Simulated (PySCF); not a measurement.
## Te²⁺: ionisation energy

Te²⁺ [Kr] 4d10 5s2 5p2 (3P) → Te³⁺ [Kr] 4d10 5s2 5p1 (2P), as a difference of total energies. Computed with PySCF 2.14 in aug-cc-pwCVDZ-PP with ECP28MDF (6s5p4d1f, 48 functions), with scalar relativity through the core potential. Correlated levels: valence: 4s2 4p6 4d10 frozen. The calculations carry no spin-orbit coupling.

| method | ionisation energy (eV) |
| --- | --- |
| UHF | 26.933 |
| MP2 (valence) | 27.181 |
| SCS-MP2 (valence) | 27.121 |
| CCSD (valence) | 27.212 |
| CCSD(T) (valence) | 27.220 |
| CCSDT (valence) | 27.222 |

Question: How much does correlation contribute at CCSD(T) (valence)?

Answer: 27.220 − (26.933) = 0.287 eV, measured against UHF.

The reference lies between the lowest fine-structure levels, while these numbers refer to the centres of the terms.

Errors of the correlated levels include the incompleteness of this basis and the frozen core.

For comparison: 27.84 ± 0.04 eV (measured; NIST Atomic Spectra Database, ionization energies).
